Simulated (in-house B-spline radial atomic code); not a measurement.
Configurations of Ga2+, with energies counted from [Ar] 3d10 4s1. Level of theory: scalar-relativistic (X2C) TPSSh, spin-polarised, spherical fractional occupations, Fermi nucleus of rms radius 3.9973 fm; calculated with a radial B-spline atomic code at the basis-set limit. Caution: exact exchange at fractional occupations of open shells leaves self-interaction of up to several eV. Shells without spins written out take the highest spin.

Occupations are held fixed; configurations that lie above the ionisation limit could autoionise.

| configuration | E - E(ref) (eV) | highest orbital | its <r> (bohr) |
| --- | --- | --- | --- |
| [Ar] 3d10 5d(0 up, 1 down) | 23.584 | 5d down | 7.355 |
| [Ar] 3d9 4s1 5d1 | 42.656 | 5d up | 6.952 |
| [Ne] 3s2 3p5 3d10 4s2 | 99.58 | 4s down | 1.991 |
| [Ne] 3s2 3p5 3d10 4s1 4p1 | 107.37 | 4p up | 2.319 |
| [Ne] 3s2 3p5 3d10 4s1 5s1 | 118.3 | 5s up | 4.394 |
| [Ne] 3s2 3p5 3d10 4s1 5f1 | 127.52 | 5f up | 9.933 |

**Question.** Order these further configurations by energy, lowest first.
A. [Ar] 3d9 4s2
B. [Ar] 3d9 4s1 4f1
C. [Ar] 3d10 4f1
D. [Ar] 3d9 4s1 5f1
E. [Ar] 3d10 5p(0 up, 1 down)

**Answer.** A (17.62 eV), E (19.986 eV), C (23.402 eV), B (42.786 eV), D (45.353 eV).

**Question.** How far above the reference does [Ar] 3d10 4p(1 up, 0 down) lie?

**Answer.** 8.7417 eV; its least bound orbital is 4p up with <r> = 2.506 bohr.

**Question.** How far above the reference does [Ne] 3s2 3p(3 up, 2 down) 3d10 4s(0 up, 1 down) 4p(1 up, 0 down) lie?

**Answer.** 109.04 eV; its least bound orbital is 4p up with <r> = 2.374 bohr.
